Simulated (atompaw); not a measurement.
**An all-electron radial function and its pseudo partner (zirconium (Zr))**

Columns: radius, all-electron u(r) and pseudo u(r) of the 4s shell (level -54.50 eV) of zirconium in the configuration [Ar] 3d10 4s2 4p6 4d2 5s2 5p0; PBE, scalar-relativistic, PAW (atompaw) scheme, atompaw 4.2.0.5.

| r (bohr) | all-electron | pseudo |
| --- | --- | --- |
| 0.106 | 0.3558 | 0.2488 |
| 0.212 | -0.1351 | 0.4866 |
| 0.317 | -0.5416 | 0.7011 |
| 0.423 | -0.4460 | 0.8876 |
| 0.529 | -0.0829 | 1.0372 |
| 0.635 | 0.3210 | 1.1458 |
| 0.740 | 0.6506 | 1.2113 |
| 0.846 | 0.8785 | 1.2362 |
| 0.952 | 1.0058 | 1.2232 |
| 1.058 | 1.0507 | 1.1778 |
| 1.163 | 1.0355 | 1.1076 |
| 1.269 | 0.9800 | 1.0190 |
| 1.375 | 0.9004 | 0.9202 |
| 1.481 | 0.8093 | 0.8179 |
| 1.587 | 0.7150 | 0.7178 |
| 1.692 | 0.6242 | 0.6246 |
| 1.798 | 0.5385 | 0.5385 |
| 1.904 | 0.4607 | 0.4607 |
| 2.010 | 0.3913 | 0.3913 |
| 2.115 | 0.3310 | 0.3310 |
| 2.221 | 0.2783 | 0.2783 |
| 2.327 | 0.2330 | 0.2330 |
| 2.433 | 0.1944 | 0.1944 |
| 2.538 | 0.1621 | 0.1621 |
| 2.644 | 0.1346 | 0.1346 |
| 2.750 | 0.1115 | 0.1115 |

(1) How many radial nodes do the two functions have?

(2) At about which radius was the pseudo-wave matched?

(3) Is the pseudo-wave norm-conserving?

Results:

(1) The all-electron 4s function has n − l − 1 = 3 (the table is too coarse to show those close to the nucleus); the pseudo-wave has 0, since the states of the same l below it are removed with the core.

(2) 1.80 bohr. The columns agree to 0.0005 from 1.69 bohr on; several derivatives are matched, so the curves merge somewhat inside the radius.

(3) No, it belongs to a PAW set: the norm inside the radius is not constrained, and the difference is carried by the augmentation charge.
